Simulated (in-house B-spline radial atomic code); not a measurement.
# Zn⁵⁺: [He] 2s2 (2p1/2)1 (2p3/2)3 3s2 3p6 3d9 (with a hole in an inner shell)

Level of theory: Dirac-Hartree-Fock, average of the jj configuration, Fermi nucleus of rms radius 3.9283 fm; calculated with an all-electron radial atomic-structure program (B-spline basis).

Effective charges: Z_r = [3n² - l(l+1)]/(2<r>) from the radius, Z_e = n√(-2ε) from the energy, and Slater's rules. Values are occupation-weighted means over j.

| shell | electrons | ε (eV) | <r> (bohr) | Z_r | Z_e | Slater |
| --- | --- | --- | --- | --- | --- | --- |
| 1s | 2 | -9999.1 | 0.05018 | 29.89 | 27.11 | 29.70 |
| 2s | 2 | -1401.7 | 0.2209 | 27.16 | 20.30 | 26.55 |
| 2p | 4 | -1261 | 0.1946 | 25.69 | 19.25 | 26.55 |
| 3s | 2 | -261.52 | 0.643 | 20.99 | 13.15 | 20.45 |
| 3p | 6 | -208.72 | 0.6554 | 19.07 | 11.75 | 20.45 |
| 3d | 9 | -122.19 | 0.6757 | 15.54 | 8.99 | 11.20 |

The least bound orbital is 3d5/2 at -122.2 eV, and it is also the most diffuse (<r> = 0.6759 bohr). The part-filled 2p shell lies below the filled 3p shell in orbital energy.

For the 1s electron the small component carries 1.18 % of the norm, the zero-frequency Breit interaction raises the level by 12.43 eV, self-energy by 6.743 eV, and vacuum polarisation lowers it by 0.6251 eV.
